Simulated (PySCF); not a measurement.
HClInO, SMILES `[Cl][In][OH]` (H–O–In–Cl torsion 180°) (charge 0, multiplicity 2)

The numbers are results of ωB97X-D3(BJ)/def2-TZVP // B3LYP-D3(BJ)/def2-TZVP (PySCF 2.14.0), not measurements.

The highest occupied spin orbital is -8.99 eV. The dipole moment is 4.02 D and the total energy comes out as -19764.68 eV. The cost comes out as around 60 core-seconds (rough).

```xyz
4

O     -1.1667    -0.3581     0.0028
In     0.5529     0.7165     0.0310
Cl     2.5741    -0.5483    -0.0857
H     -1.9602     0.1899     0.0519
```
Charge 0, spin multiplicity 2.
